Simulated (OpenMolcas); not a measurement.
V4+ with 6 ligands (bromide) in octahedral coordination (Oh). A charge of +0.333 e stands 2.6 Å behind each ligand. Ligand basis ANO-RCC-VDZP.

* Program: OpenMolcas 26.06
* Method: CASSCF
* Basis: ANO-RCC-VTZP [6s5p3d2f1g]
* Scalar Hamiltonian: DKH2, point nucleus
* Active space: 1 electron in 5 orbitals (3d)
* State averaging: 2S+1 = 2 even, 5 roots
* Spin-orbit coupling: RASSI with atomic mean-field integrals over the reference wave functions

All ligands move together. At R = 2.39 Å |10Dq| is 17145 cm-1, and at R = 2.6 Å it is 12548 cm-1.

Question: A third run gives 14662 cm-1. What distance was it run at?

Answer: With a power law R^-n the two known points give n = -ln(12548 / 17145) / ln(2.6 / 2.39) = 3.71. Then R = 2.39 × (17145 / 14662)^(1/3.71) = 2.493 Å. The run was at 2.49 Å, so the estimate is off by +0.003 Å.

An orbital triplet at a regular site is open to Jahn-Teller coupling, which can distort the site and quench the lowest spin-orbit gaps and is left out. Ligand-to-metal charge-transfer states are missing. This ion would oxidise such ligands; the complex is a model and need not exist. With metal d orbitals alone and no dynamic correlation the field as a rule comes out too small, by tens of per cent, by up to half for chloride and softer ligands. The least metal-like active orbital is 72 % on the metal (Löwdin) and no ligand orbital is active, so the numbers are rough (holds for R = 2.39). The least metal-like active orbital is 73 % on the metal (Löwdin) and no ligand orbital is active, so the numbers are rough (holds for R = 2.49; R = 2.6). No measured value stands beside these numbers; the geometry was imposed, not optimised, and the real ion may take another.
